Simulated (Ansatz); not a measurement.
`[SiH3]SCS` → `[CH2]` (triplet) + `[SiH3]SS` at 700 K and 1 bar (formal loss of a carbene).

Program: Ansatz. Geometries: PBE0-D4/def2-TZVP. ΔE: electronic, gas phase. CCSD(T)/CBS adds triple-zeta CCSD(T) − MP2 to the extrapolated MP2 energy (def2 sets, frozen cores). This one scheme is used for every species. Triplets are unrestricted, without spin–orbit coupling. Each species was taken in one conformer, which may not be the lowest.

```
          species  CCSD(T)/CBS energy (Eh)  H − E (kJ/mol)  S (J/(mol·K))
      `[SiH3]SCS`              -1126.30028           244.5          459.0
`[CH2]` (triplet)                -39.09499            70.4          226.8
       `[SiH3]SS`              -1087.04745           153.7          400.6
```

H − E and S are ideal-gas, rigid-rotor, harmonic terms from PBE0-D4/def2-TZVP, for one conformer and one mirror image of each species, with the whole ground term of open shells counted as degenerate. 1 Eh = 2625.50 kJ/mol, R = 8.31446 J/(mol·K).

Problem. By hand: ΔE, ΔH, ΔS and ΔG.

Solution. ΔE = (-39.09499) + (-1087.04745) − (-1126.30028) = 0.15784 Eh = 414.4 kJ/mol. Δ(H − E) = 70.4 + 153.7 − 244.5 = -20.4, so ΔH = 394.0 kJ/mol. ΔS = 226.8 + 400.6 − 459.0 = 168.4 J/(mol·K). ΔG = 394.0 − 700 × (168.4)/1000 = 276.1 kJ/mol.

Problem. By hand: the equilibrium constant, and the temperature at which ΔG would vanish if ΔH and ΔS stayed fixed.

Solution. log₁₀ K = −ΔG/(RT ln 10) = -20.6. ΔG = 0 at ΔH/ΔS = 2340 K.

The number of gas molecules changes by +1, which sets the sign of ΔS. A doubt of 5 kJ/mol in ΔE shifts log₁₀ K by 0.4 here. Other conformers and mirror images would add mixing entropy, several J/(mol·K) or more a flexible species. A triplet takes part, so the spin changes. These are equilibria of isolated gas molecules and say nothing of rates. Largest T1 diagnostic: 0.012 (customary marks: 0.02 for closed shells, 0.045 for open ones).
